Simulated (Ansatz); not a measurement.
Relaxing a trial structure of BFHSn

The starting geometry of this gas-phase doublet was optimised with GFN2-xTB.

```xyz
4

B    -4.3434    3.6409    0.6844
F    -5.2040    3.8407    1.6133
Sn   -2.5844    3.5627   -0.6140
H    -3.5266    2.4752   -1.6475
```

Question: Predict what it relaxes into with BLYP-D3(BJ)/def2-SVP.

Answer: It rearranges, giving a structure given below by its coordinates. Contacts that open: Sn3–H4 (1.77 → 3.09 Å). Contacts that close: B1–H4 (2.73 → 1.23 Å).

The energy falls by 0.58 eV over 22 steps:

| step | E − E(last) (eV) |
| --- | --- |
| 1 | 0.580 |
| 3 | 0.541 |
| 6 | 0.530 |
| 8 | 0.516 |
| 10 | 0.475 |
| 13 | 0.172 |
| 15 | 0.097 |
| 17 | 0.024 |
| 20 | 0.000 |
| 22 | 0.000 |

Final geometry (Å):

```tsv
atom	x (Å)	y (Å)	z (Å)
B	-4.1392	3.3111	0.0570
F	-4.8666	3.6831	1.1235
Sn	-1.9656	3.9774	-0.4057
H	-4.6870	2.5479	-0.7385
```

The end wasn't checked by frequencies. Open shells are spin-unrestricted. Atoms past krypton carry core potentials, without spin–orbit terms. Run with Ansatz 0.2.0, 53 s on 1 thread of Intel(R) Xeon(R) Platinum 8259CL CPU @ 2.50GHz (Skylake/Cascade Lake), with other jobs on the host.
